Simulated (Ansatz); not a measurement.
`C[CH](N)[GaH2]` and `C[CH](O)[GaH2]` differ in one atom or group.

Ansatz, PBE0-D4/def2-TZVP geometries, multiplicity 1. Each molecule was computed in one conformer, which needn't be the lowest.

Scalar relativity is left out up to krypton.

| property | `C[CH](N)[GaH2]` |
| --- | --- |
| size of the dipole moment (PBE/def2-TZVPP) / D | 0.85 |
| HOMO–LUMO gap (PBE0/def2-TZVPP) / eV | 5.07 |
| HOMO energy (PBE/def2-TZVPP) / eV | -5.03 |
| LUMO energy (ωB97M-V/def2-TZVPP) / eV | 0.59 |
| zero-point energy (PBE0-D4/def2-TZVP) / kJ/mol | 249.3 |
| size of the dipole moment (ωB97M-V/def2-TZVPP) / D | 0.38 |

Problem. Give the same properties after the change, and the shifts. (Best estimate.)

Solution. Ansatz gave: 
| property | `C[CH](O)[GaH2]` | shift |
| --- | --- | --- |
| size of the dipole moment (PBE/def2-TZVPP) / D | 2.01 | 1.16 |
| HOMO–LUMO gap (PBE0/def2-TZVPP) / eV | 5.96 | 0.89 |
| HOMO energy (PBE/def2-TZVPP) / eV | -5.55 | -0.52 |
| LUMO energy (ωB97M-V/def2-TZVPP) / eV | 0.85 | 0.26 |
| zero-point energy (PBE0-D4/def2-TZVP) / kJ/mol | 216.7 | -32.6 |
| size of the dipole moment (ωB97M-V/def2-TZVPP) / D | 1.93 | 1.55 |

With PBE0 the HOMO falls by 0.64 eV and the LUMO rises by 0.25 eV, so the gap widens by about 0.89 eV. PBE moves the HOMO by -0.52 eV and ωB97M-V by -0.70 eV. The zero-point energy changes by -32.6 kJ/mol with -3 modes. Dipoles are sizes alone; their direction can turn.
